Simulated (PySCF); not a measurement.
Precursor series Hf OH-SH. Gas-phase values, no solvent. One relaxed conformer stands for each flexible species; it need not be the lowest.

Method: B3LYP-D3(BJ)/def2-TZVP // r2SCAN-D4/def2-SVP run with PySCF. B3LYP has the VWN-RPA correlation part, as in Gaussian. 

| species | coordination number | HOMO (eV) | LUMO (eV) |
|---|---|---|---|
| 1 of 4 OH replaced by SH ([Hf(OH)3(SH)]) | [?] | -6.67 | -0.43 |
| 3 of 4 OH replaced by SH ([Hf(OH)(SH)3]) | [?] | -7.22 | -1.69 |
| 4 of 4 OH replaced by SH ([Hf(SH)4]) | 4 | -7.67 | -2.25 |

Fill in the missing entries.


- 1 of 4 OH replaced by SH ([Hf(OH)3(SH)]), coordination number: 4
- 3 of 4 OH replaced by SH ([Hf(OH)(SH)3]), coordination number: 4
